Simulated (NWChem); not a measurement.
disulfane (H₂S₂); SMILES SS

```xyz
4

S      0.0352    -1.0357     0.0553
S     -0.0352     1.0357     0.0553
H     -0.9144    -1.2637    -0.8848
H      0.9144     1.2637    -0.8848
```
Atoms are numbered in this order, from 1.

Geometry: optimised at PBE0/def2-SVP.

Symmetry labels are those of C2 in the frame above (b1 and b2, or b-type labels, depend on it).

Question: List the 4 lowest vertical singlet excitations and the 4 lowest triplet ones from PBE/def2-SVP, TDA (NWChem).

Answer: 
```csv
state,energy (eV),oscillator strength,symmetry,leading excitation (squared amplitude)
S1,4.78,0.000,a,HOMO → LUMO (0.99)
S2,4.84,0.008,b,HOMO−1 → LUMO (0.98)
S3,6.25,0.005,a,HOMO−1 → LUMO+1 (0.97)
S4,6.26,0.027,b,HOMO → LUMO+1 (0.96)
T1,3.95,spin-forbidden,b,HOMO−1 → LUMO (1.00)
T2,3.96,spin-forbidden,a,HOMO → LUMO (1.00)
T3,5.73,spin-forbidden,b,HOMO → LUMO+1 (0.92)
T4,5.75,spin-forbidden,a,HOMO−1 → LUMO+1 (0.90)
```
